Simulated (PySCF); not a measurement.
# Ta: excitation energy

Ta [Xe] 4f14 5d3 6s2 (4F) → Ta [Xe] 4f14 5d5 (6S), as a difference of total energies. All numbers are calculated (PySCF 2.14, scalar relativity by spin-free X2C-1e, in x2c-QZVPPall (16s10p9d5f2g, 144 functions)). The calculations carry no spin-orbit coupling.

```csv
method,excitation energy (eV)
UHF,2.995
B3LYP,3.522
revPBE,2.962
```
